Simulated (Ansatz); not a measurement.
Compare A (`CB1NCS1`) with its isomer B (`BN=CSC`).

Isolated molecules relaxed with PBE0-D4/def2-TZVP in Ansatz; ΔE leaves out vibrations. CBS: MP2 limit from def2 TZ/QZ plus the TZ coupled-cluster correction, frozen cores. Functionals use def2-TZVPP. B3LYP here is the variant with VWN-RPA as its local correlation; programs differ in this. One conformer a species, not always the lowest.

Question: Which is lower in electronic energy at CCSD(T)/CBS, and by how much? (Best estimate.)

Answer: The calculation gave: A, by 151.3 kJ/mol.

Question: Give E(B) − E(A) in kJ/mol with B3LYP-D4, B3LYP, B2PLYP, MP2/def2-TZVPP, r2SCAN-D4, PBE-D4, HF/def2-TZVPP. (Best estimate.)

Answer: The calculation gave: B3LYP-D4 122.1, B3LYP 121.5, B2PLYP 133.4, MP2/def2-TZVPP 156.9, r2SCAN-D4 134.8, PBE-D4 131.9, HF/def2-TZVPP 141.4. None reverses the order clearly.

Largest T1 diagnostic: 0.015.

In def2-TZVPP, CCSD(T) changes the Hartree–Fock value by +7.5 kJ/mol (the triples alone add −3.9 kJ/mol) and MP2 by +15.5 kJ/mol. From PBE to PBE0 (25 % exact exchange), in def2-TZVPP and without D4, E(B) − E(A) moves by +21.3 kJ/mol.
